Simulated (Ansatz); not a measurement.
**Molecular dynamics of C₂H₈AlFOSi**

The input (input.yaml):

```yaml
crystal:
  periodic: [false, false, false]
  atoms:
    - { symbol: C, position_ang: [-0.263873, -2.204956, -1.078208] }
    - { symbol: Al, position_ang: [-0.356074, -0.996582, 0.406482] }
    - { symbol: O, position_ang: [-1.342368, -1.101172, 1.791829] }
    - { symbol: C, position_ang: [0.582824, 0.685352, 0.772025] }
    - { symbol: F, position_ang: [-0.019098, 1.026996, 2.073739] }
    - { symbol: Si, position_ang: [0.395411, 2.123364, -0.467982] }
    - { symbol: H, position_ang: [-1.131084, -2.091222, -1.751962] }
    - { symbol: H, position_ang: [-0.255249, -3.258111, -0.749139] }
    - { symbol: H, position_ang: [0.640154, -2.048651, -1.690784] }
    - { symbol: H, position_ang: [-0.975993, -0.192521, 2.213297] }
    - { symbol: H, position_ang: [1.679627, 0.550655, 0.959805] }
    - { symbol: H, position_ang: [1.009384, 3.358868, 0.001889] }
    - { symbol: H, position_ang: [-1.011499, 2.385289, -0.734881] }
    - { symbol: H, position_ang: [1.034738, 1.733491, -1.717109] }
basis:
  gaussian: { orbitals: STO-3G }
hamiltonian:
  xc: pbe
md:
  timestep: 0.5
  n_steps: 171
  ensemble: nve
  temperature: 700.0
  initial_velocities: maxwell_boltzmann
  seed: 538278
scf:
  lower_state_search: "off"
```

Run as:

```bash
$ ansatz run input.yaml --threads 1 --pin off --max-ram 2048MiB --backend cpu --events-out ev --progress --plain --runs-dir out
```

It starts from a relaxed structure.

Output, in part (one step line in 6, the closing report, with atoms numbered from 0):

```
md step     0: t =     0.00 fs  T =   700.0 K  F+E_penalty+E_count = -21163.47705300 eV  E_kin = 1.085784 eV  conserved = -21162.39126901 eV  (15 SCF iters)
md step     6: t =     3.00 fs  T =   380.6 K  F+E_penalty+E_count = -21162.97583041 eV  E_kin = 0.590408 eV  conserved = -21162.38542224 eV  (21 SCF iters)
md step    12: t =     6.00 fs  T =   365.8 K  F+E_penalty+E_count = -21162.95688126 eV  E_kin = 0.567355 eV  conserved = -21162.38952594 eV  (21 SCF iters)
md step    18: t =     9.00 fs  T =   176.4 K  F+E_penalty+E_count = -21162.65831810 eV  E_kin = 0.273564 eV  conserved = -21162.38475404 eV  (20 SCF iters)
md step    24: t =    12.00 fs  T =   393.6 K  F+E_penalty+E_count = -21162.99883243 eV  E_kin = 0.610571 eV  conserved = -21162.38826102 eV  (21 SCF iters)
md step    30: t =    15.00 fs  T =   422.5 K  F+E_penalty+E_count = -21163.04195226 eV  E_kin = 0.655367 eV  conserved = -21162.38658483 eV  (20 SCF iters)
md step    36: t =    18.00 fs  T =   467.5 K  F+E_penalty+E_count = -21163.11387239 eV  E_kin = 0.725153 eV  conserved = -21162.38871978 eV  (20 SCF iters)
md step    42: t =    21.00 fs  T =   417.2 K  F+E_penalty+E_count = -21163.03716398 eV  E_kin = 0.647183 eV  conserved = -21162.38998099 eV  (20 SCF iters)
md step    48: t =    24.00 fs  T =   216.3 K  F+E_penalty+E_count = -21162.72096015 eV  E_kin = 0.335441 eV  conserved = -21162.38551940 eV  (21 SCF iters)
md step    54: t =    27.00 fs  T =   366.8 K  F+E_penalty+E_count = -21162.95736285 eV  E_kin = 0.568935 eV  conserved = -21162.38842821 eV  (21 SCF iters)
md step    60: t =    30.00 fs  T =   301.5 K  F+E_penalty+E_count = -21162.85208078 eV  E_kin = 0.467641 eV  conserved = -21162.38443988 eV  (21 SCF iters)
md step    66: t =    33.00 fs  T =   534.3 K  F+E_penalty+E_count = -21163.21903023 eV  E_kin = 0.828821 eV  conserved = -21162.39020943 eV  (21 SCF iters)
md step    72: t =    36.00 fs  T =   298.2 K  F+E_penalty+E_count = -21162.84777749 eV  E_kin = 0.462596 eV  conserved = -21162.38518195 eV  (20 SCF iters)
md step    78: t =    39.00 fs  T =   393.3 K  F+E_penalty+E_count = -21163.00033130 eV  E_kin = 0.610061 eV  conserved = -21162.39027033 eV  (20 SCF iters)
md step    84: t =    42.00 fs  T =   252.6 K  F+E_penalty+E_count = -21162.77830196 eV  E_kin = 0.391764 eV  conserved = -21162.38653780 eV  (21 SCF iters)
md step    90: t =    45.00 fs  T =   347.1 K  F+E_penalty+E_count = -21162.92544051 eV  E_kin = 0.538339 eV  conserved = -21162.38710184 eV  (21 SCF iters)
md step    96: t =    48.00 fs  T =   390.6 K  F+E_penalty+E_count = -21162.99310743 eV  E_kin = 0.605852 eV  conserved = -21162.38725506 eV  (20 SCF iters)
md step   102: t =    51.00 fs  T =   348.1 K  F+E_penalty+E_count = -21162.92692532 eV  E_kin = 0.539932 eV  conserved = -21162.38699316 eV  (20 SCF iters)
md step   108: t =    54.00 fs  T =   352.8 K  F+E_penalty+E_count = -21162.93640202 eV  E_kin = 0.547309 eV  conserved = -21162.38909258 eV  (20 SCF iters)
md step   114: t =    57.00 fs  T =   259.5 K  F+E_penalty+E_count = -21162.78813581 eV  E_kin = 0.402589 eV  conserved = -21162.38554717 eV  (21 SCF iters)
md step   120: t =    60.00 fs  T =   470.3 K  F+E_penalty+E_count = -21163.11945668 eV  E_kin = 0.729482 eV  conserved = -21162.38997478 eV  (22 SCF iters)
md step   126: t =    63.00 fs  T =   316.8 K  F+E_penalty+E_count = -21162.87667056 eV  E_kin = 0.491364 eV  conserved = -21162.38530619 eV  (21 SCF iters)
md step   132: t =    66.00 fs  T =   343.3 K  F+E_penalty+E_count = -21162.92024864 eV  E_kin = 0.532503 eV  conserved = -21162.38774588 eV  (22 SCF iters)
md step   138: t =    69.00 fs  T =   272.0 K  F+E_penalty+E_count = -21162.80783795 eV  E_kin = 0.421835 eV  conserved = -21162.38600256 eV  (22 SCF iters)
md step   144: t =    72.00 fs  T =   392.0 K  F+E_penalty+E_count = -21162.99653960 eV  E_kin = 0.608000 eV  conserved = -21162.38854000 eV  (21 SCF iters)
md step   150: t =    75.00 fs  T =   389.7 K  F+E_penalty+E_count = -21162.99331225 eV  E_kin = 0.604401 eV  conserved = -21162.38891086 eV  (20 SCF iters)
md step   156: t =    78.00 fs  T =   313.2 K  F+E_penalty+E_count = -21162.87246936 eV  E_kin = 0.485788 eV  conserved = -21162.38668169 eV  (21 SCF iters)
md step   162: t =    81.00 fs  T =   333.9 K  F+E_penalty+E_count = -21162.90612827 eV  E_kin = 0.517845 eV  conserved = -21162.38828280 eV  (20 SCF iters)
md step   168: t =    84.00 fs  T =   252.7 K  F+E_penalty+E_count = -21162.77715857 eV  E_kin = 0.392007 eV  conserved = -21162.38515123 eV  (20 SCF iters)
md step   171: t =    85.50 fs  T =   362.6 K  F+E_penalty+E_count = -21162.95211739 eV  E_kin = 0.562498 eV  conserved = -21162.38961933 eV  (20 SCF iters)
Total energy: -21162.95214369 eV, -777.7241465164 hartree
Atom 0 at    -0.472295    -1.999359    -1.133260 Å, force    -0.942914    -0.854490    -1.414909 eV/Å
Atom 1 at    -0.313074    -1.017308     0.452132 Å, force    -0.659091    -0.306567     0.811014 eV/Å
Atom 2 at    -1.066677    -1.306714     1.962075 Å, force    -0.272432    -0.290288     0.251834 eV/Å
Atom 3 at     0.470650     0.660172     0.813744 Å, force     0.225951     1.722241    -2.475771 eV/Å
Atom 4 at    -0.281864     1.105458     1.925994 Å, force    -0.988812     0.390539     2.094155 eV/Å
Atom 5 at     0.521271     2.123345    -0.499788 Å, force     0.262835    -2.265002    -0.247049 eV/Å
Atom 6 at    -1.481380    -1.913102    -1.600421 Å, force     0.124661     0.357382     0.385091 eV/Å
Atom 7 at    -0.387799    -3.092663    -1.023888 Å, force     0.459846    -0.072921     0.184876 eV/Å
Atom 8 at     0.202224    -1.689123    -1.948816 Å, force     0.311738    -0.043001     0.197752 eV/Å
Atom 9 at    -0.848676    -0.390564     2.457383 Å, force     0.105848    -0.142761    -0.792357 eV/Å
Atom 10 at     1.492200     0.514765     1.146345 Å, force     1.561687     0.006675     0.452811 eV/Å
Atom 11 at     0.722058     3.358237     0.199214 Å, force    -0.301024     0.711640     0.016672 eV/Å
Atom 12 at    -0.620072     1.956316    -1.407599 Å, force    -0.078206     0.646279     0.422971 eV/Å
Atom 13 at     1.650649     1.882989    -1.385487 Å, force     0.189913     0.140274     0.112911 eV/Å
Dipole moment:     0.179076     0.097429    -0.135148 e Å
```

The run went to its last step. The conserved energy stayed within 0.51 meV per atom of its start (net change 0.12 meV per atom), so the integration is sound. The temperature averaged 0.49 of the 700 K drawn at the start: a run that starts near a minimum puts about half its kinetic energy into the potential. A run of 0.086 ps of so small a system gives no equilibrium averages. Limits of this set-up: minimal basis.

The same pairs are bonded in the first frame and the last. Pairs count as bonded within 1.25 times the sum of covalent radii (0.12 Å more for H–H).

Last frame:

```xyz
14
Properties=species:S:1:pos:R:3
C -0.472 -1.999 -1.133
Al -0.313 -1.017 0.452
O -1.067 -1.307 1.962
C 0.471 0.660 0.814
F -0.282 1.105 1.926
Si 0.521 2.123 -0.500
H -1.481 -1.913 -1.600
H -0.388 -3.093 -1.024
H 0.202 -1.689 -1.949
H -0.849 -0.391 2.457
H 1.492 0.515 1.146
H 0.722 3.358 0.199
H -0.620 1.956 -1.408
H 1.651 1.883 -1.385
```

Time of the run: 7.2 min on 1 thread of Arm Neoverse V1, on a shared host, peak memory 0.088 GiB.
